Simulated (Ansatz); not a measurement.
Basis-set series for CH8Al2Ge (`[AlH2][CH]([AlH2])[GeH3]`). The species carries charge 0 and has multiplicity 1. All single points use the PBE0-D4/def2-TZVP geometry.

```json
{"functional": "PBE0-D4", "basis": "def2-TZVPP", "functions": "275", "energy (Eh)": "-2604.23842", "HOMO (eV)": "-7.84", "LUMO (eV)": "-1.99"}
{"functional": "PBE0-D4", "basis": "def2-QZVPP", "functions": "526", "energy (Eh)": "-2604.30123", "HOMO (eV)": "-7.84", "LUMO (eV)": "-2.01"}
{"functional": "ωB97M-V", "basis": "def2-TZVPP", "functions": "275", "energy (Eh)": "-2604.58759", "HOMO (eV)": "-9.97", "LUMO (eV)": "-0.42"}
{"functional": "ωB97M-V", "basis": "def2-QZVPP", "functions": "526", "energy (Eh)": "-2604.64883", "HOMO (eV)": "-9.96", "LUMO (eV)": "-0.54"}
```

Q: Give the rows for def2-SVP. (Best estimate.)

A: Ansatz gave: 
```json
{"functional": "PBE0-D4", "basis": "def2-SVP", "functions": "122", "energy (Eh)": "-2603.76243", "HOMO (eV)": "-7.85", "LUMO (eV)": "-1.97"}
{"functional": "ωB97M-V", "basis": "def2-SVP", "functions": "122", "energy (Eh)": "-2604.10899", "HOMO (eV)": "-9.93", "LUMO (eV)": "-0.31"}
```

Scalar relativity is left out up to krypton.
